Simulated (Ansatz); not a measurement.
Basis-set series for C2H8B2O, SMILES `CBBOC`. The species carries charge 0 and has multiplicity 1. The geometry is a stationary point of PBE0-D4/def2-TZVP. It is one conformer, not always the lowest.

| functional | basis | functions | energy (Eh) | HOMO (eV) | LUMO (eV) |
| --- | --- | --- | --- | --- | --- |
| PBE0-D4 | def2-SVP | 110 | -205.54766 | -7.25 | -1.13 |
| PBE0-D4 | def2-TZVPP | 267 | -205.77794 | -7.33 | -1.25 |
| ωB97M-V | def2-SVP | 110 | -205.68128 | -9.50 | 0.92 |
| ωB97M-V | def2-TZVPP | 267 | -205.92365 | -9.61 | 0.72 |

**Question.** Give the rows for def2-QZVPP. (An estimate is asked.)

**Answer.** Ansatz gave: 
```csv
functional,basis,functions,energy (Eh),HOMO (eV),LUMO (eV)
PBE0-D4,def2-QZVPP,525,-205.79016,-7.35,-1.27
ωB97M-V,def2-QZVPP,525,-205.93546,-9.62,0.65
```

Positive LUMOs are unbound and depend on the basis.
